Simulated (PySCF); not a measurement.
## SMILES BC[C@H]1C[C@@H]1F, C₄H₈BF

Molfile (atoms numbered from 1):
```
C4H8BF
     RDKit          3D

 14 14  0  0  0  0  0  0  0  0999 V2000
    2.1971    0.4018   -0.2469 B   0  0  0  0  0  0  0  0  0  0  0  0
    0.8552   -0.2987   -0.6670 C   0  0  0  0  0  0  0  0  0  0  0  0
   -0.2202   -0.3921    0.3939 C   0  0  1  0  0  0  0  0  0  0  0  0
   -1.1648    0.7548    0.6382 C   0  0  0  0  0  0  0  0  0  0  0  0
   -1.6580   -0.5052    0.0023 C   0  0  2  0  0  0  0  0  0  0  0  0
   -2.4741   -1.3186    0.7386 F   0  0  0  0  0  0  0  0  0  0  0  0
    3.0830    0.4207   -1.0089 H   0  0  0  0  0  0  0  0  0  0  0  0
    2.3157    0.9073    0.7988 H   0  0  0  0  0  0  0  0  0  0  0  0
    1.0686   -1.3063   -1.0407 H   0  0  0  0  0  0  0  0  0  0  0  0
    0.4512    0.2349   -1.5345 H   0  0  0  0  0  0  0  0  0  0  0  0
    0.0696   -0.9579    1.2707 H   0  0  0  0  0  0  0  0  0  0  0  0
   -1.4757    0.9518    1.6520 H   0  0  0  0  0  0  0  0  0  0  0  0
   -1.0871    1.6351    0.0188 H   0  0  0  0  0  0  0  0  0  0  0  0
   -1.9611   -0.5280   -1.0376 H   0  0  0  0  0  0  0  0  0  0  0  0
  1  2  1  0
  2  3  1  0
  3  4  1  0
  4  5  1  0
  5  6  1  0
  5  3  1  0
  1  7  1  0
  1  8  1  0
  2  9  1  0
  2 10  1  0
  3 11  1  1
  4 12  1  0
  4 13  1  0
  5 14  1  6
M  END
```

Method: TDDFT CAM-B3LYP/def2-SVPD circular dichroism and optical rotation, one conformer, gas phase (PySCF). Geometry: GFN2-xTB.

The molecule is flexible and this is one conformer; a measurement averages over conformers.

Task: Draw the ECD and absorption spectra from the lowest 8 states, each a Gaussian of half-width 0.2 eV at 1/e height.

Result: 
```csv
E (eV),λ (nm),Δε (L mol⁻¹ cm⁻¹),ε (L mol⁻¹ cm⁻¹)
4.92,252,0.00,0.367
5.02,247,+0.04,3.49
5.12,242,+0.22,20.1
5.22,237,+0.78,70
5.32,233,+1.64,148
5.42,229,+2.11,190
5.52,224,+1.68,148
5.62,220,+0.99,70.6
5.72,217,+0.99,22.2
5.82,213,+1.72,8.32
5.92,209,+2.26,6.84
6.02,206,+1.83,5.28
6.12,202,+0.90,2.67
6.22,199,+0.23,1.96
6.32,196,-0.28,9.53
6.42,193,-1.57,45.2
6.52,190,-4.60,132
6.62,187,-8.13,233
6.72,184,-8.73,250
6.82,182,-5.68,163
6.92,179,-2.25,66.8
7.02,177,-0.61,36.2
7.12,174,-0.46,105
7.22,172,-1.18,311
7.32,169,-2.49,583
7.42,167,-4.52,735
7.52,165,-8.58,780
7.62,163,-14.31,906
7.72,161,-17.29,1090
7.82,158,-14.43,1260
7.92,156,-5.76,1480
8.02,155,+8.30,1710
```
Δε uses R in velocity form, ε uses f in length form. Only the states computed contribute, so the short-wavelength end is incomplete.
